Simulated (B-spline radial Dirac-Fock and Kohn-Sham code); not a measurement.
Te: input and output of one calculation

ΔSCF core binding energies without Breit or QED terms, calculated with a radial B-spline solver. Keys: rel is the Hamiltonian (dirac, or spin-free x2c and nr, where L3 and M5 stand for the whole 2p and 3d shells), method is hf or an exchange,correlation pair (spin-unpolarised, also for the hole states), nuc the nuclear model, radius_factor scales its radius, rmax is the box in bohr, h the logarithmic mesh step, order the B-spline order, points the quadrature points per cell, c_factor scales the speed of light, and damp, ndamp, maxit and tol steer the iteration. The run stops when the commutator error falls below 10·tol·max(1, Z/10), or the numerical noise floor, and the energy has settled to about 1e-8 Ha; the virial ratio is −V/T.

Input (task.json):

```json
{"items": [{"Z": 52, "q": 0, "cfg": [[1, 0, 2], [2, 0, 2], [2, 1, 6], [3, 0, 2], [3, 1, 6], [3, 2, 10], [4, 0, 2], [4, 1, 6], [4, 2, 10], [5, 0, 2], [5, 1, 4]], "A": 130, "rrms": 4.7423, "do": "settings", "holes": ["K", "L3", "M5"],
  "settings": [{"rel": "dirac", "method": "hf", "nuc": "fermi", "radius_factor": 1.0, "rmax": 45.0, "h": 0.3, "order": 8, "points": 10, "c_factor": 1.0, "maxit": 59, "damp": 0.5, "ndamp": 3, "tol": 1e-14}]}]}
```

Command: `python xray2_run.py task.json out`

Ground-state iterations:

```
iter   energy (Ha)        error
   1    -6791.14216985  1.78e+00
   2    -6792.77348832  2.26e-01
   3    -6793.65936635  4.27e-02
   4    -6793.70045715  1.38e-02
   5    -6793.70267040  4.94e-03
   6    -6793.70324624  7.28e-04
   7    -6793.70325803  2.43e-04
   8    -6793.70325885  2.86e-05
   9    -6793.70325887  4.75e-06
  10    -6793.70325887  4.18e-07
  11    -6793.70325887  2.61e-08
```

The ground state converged in 11 iterations, with total energy -6793.70326 Ha, virial ratio 1.94555 and highest orbital energy -9.22 eV. ΔSCF binding energies: K (1s) 31930.8 eV, L3 (2p3/2) 4359.3 eV, M5 (3d5/2) 581.7 eV.

One setting is outside the advised range (tolerance below the noise), but here it does no visible harm: the result matches the run with default settings.
